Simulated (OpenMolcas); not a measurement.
**Pr3+: effect of the active space**

```
Program             : OpenMolcas 26.06
Method              : CASSCF
Basis               : ANO-RCC-VQZP
Scalar Hamiltonian  : DKH2, point nucleus
Spin-orbit coupling : RASSI with atomic mean-field integrals over the reference wave functions, term energies averaged over their components
```

A. 2 electrons in 7 orbitals (4f); 2S+1 = 3 even, 21 roots; 2S+1 = 1 even, 28 roots; cost about 23 core-seconds
B. 2 electrons in 14 orbitals (4f 5f); 2S+1 = 3 even, 21 roots; 2S+1 = 1 even, 27 roots; cost of the order of 50 core-seconds

Energies in cm-1 above 4f2 3H4, the measured ground level; measured values from Martin, Zalubas and Hagan, Atomic Energy Levels: The Rare-Earth Elements, NSRDS-NBS 60 (1978).

```
         Level      A      B  Measured
       4f2 3H4    0.0    0.0       0.0
       4f2 3H5   2277   2296      2152
       4f2 3H6   4687   4716      4389
       4f2 3F2   6788   6694      4997
       4f2 3F3   8249   8156      6415
4f2 3F4 [51 %]  11376  11226          
       4f2 1D2  23461  22931     17334
       4f2 1I6  28058  27379     22212
       4f2 3P0  29511  28909     21390
       4f2 3P1  30148  29306     22007
       4f2 3P2  31354  30493     23161
```

Deviations, from unrounded energies. A percentage is the sum of absolute deviations over the sum of measured energies, with the sign that they share, or ± where signs differ.

```csv
Against measurement,Levels,A,B
mean absolute deviation (cm-1),9,4500,4100
fine structure of the ground term (%),2,+6.5,+7.2
other terms of the ground configuration (%),7,+34.1,+30.9
```

B lies closest to measurement on these levels. The largest miss of B in the table is 4f2 3P0, by +7500 cm-1. The ranking rests on the paired levels alone, and a cruder setting can come out closer through cancelling errors.

The spin-orbit steps hold different terms of 4f2 (B lacks 1S), which shifts levels as well.

Between A and B the level of the table that moves most is 4f2 3P2, by 860 cm-1 (lowest in B, highest in A).

Without dynamic correlation excited terms often stand tens of per cent too high (terms of higher spin than the ground term too low), and those without a measured partner can miss by more than the paired ones. Some levels mix across a computed gap that differs much from the measured one, so their mixing is not that of the real levels (holds for A). Active for correlation alone: 5f; no level in the range computed is led by a configuration that fills it, so any true level of that kind is missing (holds for B). Measured partners are found by configuration, term and J. A level has none where our copy of the source lacks it or the pairing is in doubt (some pairs that miss far off the trend of their configuration count as doubtful), and it then counts in no deviation. Only configurations of the active space appear. Levels that lie high or do not pair safely by name in every column are left out.

A share in square brackets marks a mixed level and gives the weight of the term that names it, the lowest over the columns.
